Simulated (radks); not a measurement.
Values are calculated unless marked as measured or tabulated.
Isoelectronic series with 14 electrons, each ion in its NIST ground configuration. Code: a radial shooting solver on a logarithmic mesh with Libxc functionals. Model: Dirac Kohn-Sham, PBE, spin-unpolarised, spherical densities, finite nucleus; open shells fill j = l - 1/2 first; Fermi nuclear charge, rms radius of each element as measured or else 0.836 A^(1/3) + 0.57 fm. Total energies (hartree) and orbital eigenvalues (Ry):

| ion | configuration | E (hartree) | 3p1/2 | 3s1/2 |
|---|---|---|---|---|
| Mo28+ | [Ne] 3s2 3p2 | -3486.56975 | -110.7088 | -116.0605 |
| Rh31+ | [Ne] 3s2 3p2 | -4052.79465 | -133.6134 | -139.5281 |
| Cd34+ | [Ne] 3s2 3p2 | -4665.05030 | -158.7792 | -165.2703 |
| Sb37+ | [Ne] 3s2 3p2 | -5324.34378 | -186.2539 | -193.3367 |
| Xe40+ | [Ne] 3s2 3p2 | -6031.78612 | -216.0914 | -223.7823 |
| La43+ | [Ne] 3s2 3p2 | -6788.6231 | -248.3516 | -256.6690 |
| Nd46+ | [Ne] 3s2 3p2 | -7596.2316 | -283.1014 | -292.0656 |
| Eu49+ | [Ne] 3s2 3p2 | -8456.1036 | -320.4157 | -330.0475 |
| Dy52+ | [Ne] 3s2 3p2 | -9369.9846 | -360.3777 | -370.7011 |
